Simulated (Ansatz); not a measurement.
AsH2(iPr) (C₃H₉As), relaxed as a singlet with RKS r2SCAN-D4/def2-SVP in Ansatz, starting from the GFN2-xTB geometry. Force threshold 0.02 eV/Å.

Start:

```xyz
13

As    1.748    0.181   -0.844
H     2.192   -1.255   -0.806
H     1.344   -0.004   -2.281
C    -0.089   -0.221   -0.139
C    -1.013    0.962   -0.400
C    -0.010   -0.531    1.351
H    -0.480   -1.099   -0.664
H    -1.068    1.178   -1.469
H    -0.643    1.853    0.109
H    -2.021    0.758   -0.039
H    -0.999   -0.740    1.759
H     0.627   -1.399    1.530
H     0.410    0.318    1.893
```

```
step  energy (eV)  largest force component (eV/Å)  SCF passes
   1  -64087.0681                           0.544          17
   2  -64087.1032                           0.258          19
   3  -64087.1096                           0.073          20
   4  -64087.1099                           0.008          20
```

Force components are those of the run's own axes.

End:

```xyz
13

As    1.737    0.172   -0.846
H     2.221   -1.275   -0.782
H     1.348    0.025   -2.315
C    -0.097   -0.222   -0.135
C    -1.011    0.968   -0.411
C    -0.003   -0.540    1.354
H    -0.475   -1.107   -0.675
H    -1.100    1.181   -1.488
H    -0.637    1.882    0.083
H    -2.027    0.775   -0.024
H    -1.004   -0.752    1.770
H     0.632   -1.418    1.551
H     0.415    0.311    1.919
```

By distances, no bond broke or formed. The bond that changes most is As1–H2, from 1.50 to 1.53 Å (atoms count from 1).

No frequencies were taken in this run, so the end may be a saddle point.

It took 7 s on 4 threads of Arm Neoverse V1 on a shared host.
